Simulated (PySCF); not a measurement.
Reproducing measurements on chlorobenzene

**What was measured.**

NIST CCCBDB Release 22 (SRD 101), experimental dipoles lists, for the gas: dipole moment 1.78 ± 0.06 D.

How close the calculation comes is told at the end.

Species: chlorobenzene, C₆H₅Cl.
Numbering: `[Cl:1][c:2]1[cH:3][cH:4][cH:5][cH:6][cH:7]1` (hydrogens: H8 on C3; H9 on C4; H10 on C5; H11 on C6; H12 on C7)

Geometry (PBE0-D3(BJ)/def2-SVP, Å), atoms numbered from 1 in this order:
```xyz
12
C6H5Cl angstrom
Cl     3.521    0.300   -0.004
C      1.792    0.177   -0.002
C      1.020    1.338    0.013
C     -0.369    1.230    0.014
C     -0.980   -0.023    0.002
C     -0.196   -1.175   -0.012
C      1.194   -1.083   -0.014
H      1.511    2.312    0.022
H     -0.977    2.138    0.026
H     -2.070   -0.101    0.003
H     -0.668   -2.161   -0.022
H      1.820   -1.977   -0.026
```

The PySCF runs (gas phase, on this PBE0-D3(BJ)/def2-SVP geometry; no spin–orbit coupling):

```
                             level                                          job  basis functions  wall time
PBE0-D3(BJ)/def2-SVP, grid level 2  geometry optimisation from a GFN2-xTB start              127       30 s
```

Hardware: an Arm Neoverse V1 with one thread, no GPU, shared host.

## Comparison

**Dipole moment.** Measured: 1.78 D (NIST CCCBDB Release 22 (SRD 101), experimental dipoles).

```tsv
level	computed (D)	computed − measured (D)	% (from the printed values)
PBE0-D3(BJ)/def2-SVP	1.57	-0.21	-12
```

The computed dipoles belong to one fixed geometry; measured ones are averaged over vibrations unless marked μe. Magnitudes are compared, not signs.

The geometry is computed, not the measured one. Where a level misses, the cause wasn't examined.
